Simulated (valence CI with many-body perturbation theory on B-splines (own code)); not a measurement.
# A CI+MBPT run for Ar IV

Calculated by relativistic CI+MBPT: five valence electrons over a frozen Dirac-Fock core [Ne], radial functions for each j: 6 s, 6 p, 5 d, 3 f, 1 g, with the one-electron correlation potential Σ1 (screened to all orders), the two-electron term Σ2, the three-electron term Σ3; selected single and double excitations, second order for the rest, scaled by the run's own slope (own B-spline code, finite nucleus).

Command, and the settings that its task file holds:

```sh
python run_cv.py task.json out
```

```
atom Ar  Z=18  mass_number=40  rms_radius_fm=3.4274
core [Ne]
valence 3s2 3p3
avg = 1
basis = S
breit = 0
cap = 10000
capref = 1200
cscale = 1
de = 0.0
dress = 0
eps = 2e-08
extrap = 1
h = 0.27
hh = 1
l2 = 3
lcore = 6
maxit = 60
n2 = 5
natural = 1
nlev = 20
nno = [3, 3, 3, 2, 1]
nroot = 26
nsp = [3, 3, 2, 1, 0]
pt2 = 1
qed = 0
rpa = 1
s1 = 0.9
s2 = 1
s3 = 1
screen = 1
tol = 2e-05
whole = 1
```

It took 47 s on 1 thread of Arm Neoverse V1, with other jobs on the host.

Log. The first blocks belong to the next ion, which gives the ionisation energy. Fields: 2J, parity (1 odd), roots, reference size, generating configurations, candidates as configurations/state functions, variational space P, stored matrix elements, Davidson steps; e2 is the range of second-order energies in hartree. The first line gives the box (bohr), its intervals, the orbitals and the steps of their self-consistent field. Window is the range of levels sought, series limit the energy at which the first omitted orbital would enter, core excitation an estimate of the first excitation out of the core, left out the lowest levels not solved, and shifts from estimates the range by which levels moved from their first estimate, all in cm⁻¹.

```
rmax 17.7 intervals 65 orbitals 36 references ['3s2 3p3', '3s 3p4', '3s2 3p2 3d'] scf 8 t 1.5
2J=0 par=0 roots 2 ref 23 generators 12 cand 706/976 P 727/999 nnz 0 it 0
2J=0 par=0 roots 2 ref 23 generators 39 cand 2560/4221 P 3287/5220 nnz 1.6e+06 it 9
   second order: generators 82 cand 11640/22564 e2 -0.00011 -0.00009
2J=2 par=0 roots 2 ref 45 generators 15 cand 351/935 P 377/980 nnz 0 it 0
2J=2 par=0 roots 2 ref 45 generators 54 cand 1168/4021 P 1545/5001 nnz 2.7e+06 it 10
   second order: generators 101 cand 14207/64731 e2 -0.00112 -0.00053
2J=4 par=0 roots 2 ref 55 generators 17 cand 366/938 P 398/993 nnz 0 it 0
2J=4 par=0 roots 2 ref 55 generators 45 cand 1125/3997 P 1523/4990 nnz 2.9e+06 it 7
   second order: generators 86 cand 13578/85578 e2 -0.00077 -0.00059
reference levels 370, estimated 65, window 187602 1/cm; series limit 394214, core excitation 1991128
2J=3 par=1 roots 4 ref 70 generators 19 cand 234/1002 P 890/3521 nnz 1.7e+06 it 7
2J=3 par=1 roots 4 ref 70 generators 58 cand 1127/6449 P 2017/9970 nnz 9.2e+06 it 8
   second order: generators 157 cand 45699/616280 e2 -0.00416 -0.00128
2J=5 par=1 roots 2 ref 61 generators 16 cand 259/995 P 802/3552 nnz 1.7e+06 it 5
2J=5 par=1 roots 2 ref 61 generators 42 cand 994/6420 P 1796/9972 nnz 9.6e+06 it 8
   second order: generators 128 cand 42479/654671 e2 -0.00417 -0.00214
2J=1 par=1 roots 2 ref 45 generators 17 cand 349/1012 P 1208/3554 nnz 1.4e+06 it 5
2J=1 par=1 roots 2 ref 45 generators 43 cand 1503/6361 P 2711/9915 nnz 7.5e+06 it 8
   second order: generators 124 cand 44375/349180 e2 -0.00151 -0.00133
2J=5 par=0 roots 6 ref 36 generators 28 cand 200/971 P 862/3452 nnz 1.4e+06 it 7
2J=5 par=0 roots 6 ref 36 generators 81 cand 930/6513 P 1792/9965 nnz 9.1e+06 it 10
   second order: generators 199 cand 50200/779009 e2 -0.00752 -0.00384
2J=3 par=0 roots 6 ref 43 generators 28 cand 168/947 P 892/3489 nnz 1.4e+06 it 13
2J=3 par=0 roots 6 ref 43 generators 76 cand 1051/6501 P 1943/9990 nnz 8.6e+06 it 14
   second order: generators 180 cand 45285/579843 e2 -0.00664 -0.00290
2J=1 par=0 roots 5 ref 32 generators 29 cand 284/1003 P 1260/3535 nnz 1.3e+06 it 11
2J=1 par=0 roots 5 ref 32 generators 79 cand 1468/6450 P 2728/9985 nnz 7.6e+06 it 27
   second order: generators 202 cand 48514/380863 e2 -0.00313 -0.00112
2J=7 par=0 roots 4 ref 16 generators 22 cand 199/955 P 847/3384 nnz 1.4e+06 it 6
2J=7 par=0 roots 4 ref 16 generators 63 cand 847/6616 P 1694/10000 nnz 9.9e+06 it 8
   second order: generators 169 cand 48898/860511 e2 -0.00597 -0.00502
2J=9 par=0 roots 2 ref 5 generators 13 cand 271/1274 P 1084/4387 nnz 2.2e+06 it 6
2J=9 par=0 roots 2 ref 5 generators 46 cand 689/5593 P 1773/9980 nnz 1.1e+07 it 7
   second order: generators 110 cand 37969/596249 e2 -0.00399 -0.00329
left out: unestimated 272815, estimated 223585, shifts from estimates -72 to 64
operators 0.7
```

The Davidson iterations converged.

Against 20 measured levels this calculation errs by 247 cm⁻¹ on average and by 599 at most. These come from a selection out of Saloman, J. Phys. Chem. Ref. Data 39, 033101 (2010). Levels without a partner in it may be off by more. Among the levels kept, up to 1600 cm⁻¹ of a level comes from second order outside the variational space, and about a tenth of that is noise between levels of different J, which matters for small intervals.

```yaml
Valence_energy: -18.10788 hartree
Ionisation_energy: "59.051 eV (NIST: 59.58 ± 0.18 eV (semi-empirical))"
Reference_configurations_for_the_orbitals: 3s2 3p3, 3s 3p4, 3s2 3p2 3d
Radial_orbitals: 36
Box_radius: 17.7 bohr
Largest_variational_space: 10000
Lowest_levels: 3s2.3p3 4S°_3/2 0.0, 3s2.3p3 2D°_3/2 21411, 3s2.3p3 2D°_5/2 21555, 3s2.3p3 2P°_1/2 35288, 3s2.3p3 2P°_3/2 35476, 3s.3p4 4P_5/2 117515, 3s.3p4 4P_3/2 118485, 3s.3p4 4P_1/2 119035, 3s.3p4 2D_3/2 146116, 3s.3p4 2D_5/2 146208, 3s2.3p2.3d 2P_3/2 166541, 3s2.3p2.3d 2P_1/2 167656, 3s.3p4 2S_1/2 178431, 3s2.3p2.3d 4F_3/2 180876 cm⁻¹
```

Names give the largest LS component (configuration and term), which can be under half, so a name can repeat, a term be missing and a line seem to break the LS rules; names also repeat where a configuration has a term twice.
